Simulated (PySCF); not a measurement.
## CaF2, singlet: structure and spectrum

Computed with PBE/[Ca def2-TZVP, F def2-TZVP], no relativity, density fitting, PySCF.

The structure is a minimum.

- Point group: C2v
- Bond lengths: Ca–F 1.999 Å (×2)
- Bond angles: F–Ca–F 139.3°
- Rotational symmetry number: 2
- Entropy at 298.15 K and 1 bar: 276.3 J/(mol K)
- Heat capacity Cp at 298.15 K: 51.0 J/(mol K)
- Principal polarisabilities: 16.8, 17.8, 29.7 bohr³
- Enthalpy at 298.15 K above 0 K: 12.91 kJ/mol
- Highest occupied level: -7.01 eV
- Dipole moment: 4.66 D
- Atomisation energy without zero-point energy: 1161 kJ/mol
- Principal quadrupole moments (Buckingham, traceless) about the centre of mass: -23.14, 11.53, 11.61 D Å
- Zero-point energy: 7.1 kJ/mol
- Rotational constants: 1.786, 0.1263, 0.1179 cm⁻¹
- Lowest empty level: -2.41 eV

Harmonic modes (masses in u: Ca 39.963, F 18.998):
| symmetry | ω (cm⁻¹) | IR (km/mol) | μ (u) | type |
| --- | --- | --- | --- | --- |
| a1 | 88 | 62.9 | 23.38 | bend |
| a1 | 515 | 33.4 | 20.39 | stretch |
| b2 | 584 | 283 | 24.96 | stretch |

In C2v the vibrations span 2a1 + b2. Here b1 is antisymmetric to the molecular plane and b2 lies in it.

Charges (e):
| atom | Mulliken | Löwdin | polar tensor | Mayer order to Ca1 |
| --- | --- | --- | --- | --- |
| Ca1 | 1.23 | 0.93 | 1.72 | – |
| F2,3 | -0.61 | -0.47 | -0.86 | 0.70 |

Mulliken populations on Ca1: s 6.05, p 12.14, d 0.58.

Outer orbital energies (eV). occupied: -25.38, -24.17, -7.85, -7.49, -7.46, -7.27, -7.26, -7.01; empty: -2.41, -0.84, -0.77, 0.05.

Counting electrons, calcium keeps none of its valence electrons outside its bonds, so the VSEPR class is AX2 and the expected shape is linear (D∞h). The calculation gives C2v instead. Heavy alkaline-earth centres are the known exception: their polarisable core and low (n−1)d orbitals favour bending; the Mulliken d population here is 0.58.

This need not be the most stable arrangement of these atoms.

The final relaxation and frequency run took 20 s on 2 threads of a shared Arm Neoverse N1 host, with 98 basis functions and 8 gradients; the process peaked at 0.82 GiB. Launch command: `OMP_NUM_THREADS=2 python axn.py task.json out`.
